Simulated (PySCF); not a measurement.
**Core-level binding energies of B(NH3)Cl3**

Species: B(NH3)Cl3.
Geometry (PBE0-D3(BJ)/def2-SVP, Å), atoms numbered from 1 in this order:
```xyz
8
BCl3H3N angstrom
B     -0.0101   -0.0059   -0.7762
N      0.0480   -0.0136    0.8420
H     -0.8998    0.0246    1.2257
H      0.5785    0.7936    1.1794
H      0.5030   -0.8701    1.1682
Cl     1.7398   -0.0283   -1.3046
Cl    -0.8901    1.5383   -1.2047
Cl    -0.9311   -1.5243   -1.2135
```

The calculation used PySCF, delta-SCF UKS SCAN, pcX-2 on the ionised atom, pcseg-1 elsewhere, spin-free X2C. Each binding energy is the total energy of the core-ionised species, with the hole localised on one atom, minus that of the ground state; both are solved self-consistently, so orbital relaxation is included.

Q: List the computed XPS lines with their assignment.

A: 
| atom(s) | environment | level | binding energy (eV) | 2p1/2 (eV) | count |
| --- | --- | --- | --- | --- | --- |
| B1 | boron bonded to 3 Cl and N | B 1s | 198.93 | – | 1 |
| N2 | nitrogen bonded to B and 3 H | N 1s | 409.20 | – | 1 |
| Cl6/Cl7/Cl8 | chlorine bonded to B | Cl 2p3/2 | 205.67 | 207.32 | 3 |
| Cl6/Cl7/Cl8 | chlorine bonded to B | Cl 1s | 2828.25 | – | 3 |

Q: Which photon wavelength matches the Cl 2p3/2 of Cl6/Cl7/Cl8 threshold?

A: λ = hc/E = 12398.42 eV Å / 205.67 eV = 60.283 Å.

Q: Express the binding energy of Cl 2p3/2 of Cl6/Cl7/Cl8 in atomic units and per mole.

A: 205.67 eV = 7.5582 Eh = 19844 kJ/mol.

The first atom of each set that the bonding makes equivalent was ionised and stands for the set. For 2p shells one spin-free hole was relaxed; a mean-field spin–orbit operator and the ground-state splitting of the three 2p orbitals were then diagonalised within the shell. The shell's mean is (2 × 2p3/2 + 2p1/2)/3, and the degeneracies 2j + 1 give areas of 2:1. 2p1/2 minus 2p3/2 (ligand field included): Cl 1.65 eV. Isolated species at its PBE0-D3(BJ)/def2-SVP geometry, gas phase.
